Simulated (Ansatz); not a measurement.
`[F][Al]([F])[O][SiH3]` + HI → `[F][Al]([F])[I]` + `O[SiH3]`  (ligand exchange at the Al–O bond)

Gas-phase electronic energies from Ansatz, PBE0-D4/def2-TZVP geometries. CCSD(T)/CBS adds triple-zeta CCSD(T) − MP2 to the extrapolated MP2 energy (def2 sets, frozen cores). DFT in def2-TZVPP. B3LYP here is the variant with VWN-RPA as its local correlation; programs differ in this. Elements past krypton have def2 core potentials. For I outer-core shells are correlated without core-valence functions, which leaves a few kJ/mol of doubt a bond. One conformer a species, not always the lowest.

```
          level  ΔE (kJ/mol)  difference from CCSD(T)/CBS
    LDA (SPW92)          5.7                         -4.0
        PBE0-D4          3.0                         -6.7
     r2SCANh-D4          9.6                         -0.1
   CAM-B3LYP-D4         21.6                         11.9
         B2PLYP         16.2                          6.5
            PBE          1.0                         -8.7
           BLYP         16.6                          6.9
         r2SCAN          9.4                         -0.3
          B3LYP         16.8                          7.1
      CAM-B3LYP         21.3                         11.6
   MP2/def2-SVP         21.1                         11.4
  CCSD/def2-SVP         26.3                         16.6
 MP2/def2-TZVPP         11.3                          1.6
CCSD/def2-TZVPP         19.7                         10.0
  HF/def2-QZVPP         21.6                         11.9
 MP2/def2-QZVPP          7.5                         -2.2
    CCSD(T)/CBS          9.7                            0
```

Largest T1 diagnostic among the species: 0.012.

Leaving LDA and LC-ωPBE aside and taking each functional with its dispersion term where it has one, the values, not all of them listed here, spread over 20.3 kJ/mol, from PBE-D4 to CAM-B3LYP-D4. LDA lies +4.7 kJ/mol from PBE without D4. At CCSD(T), def2-SVP lies +14.9 kJ/mol from the extrapolated value and def2-TZVPP +7.7 kJ/mol.
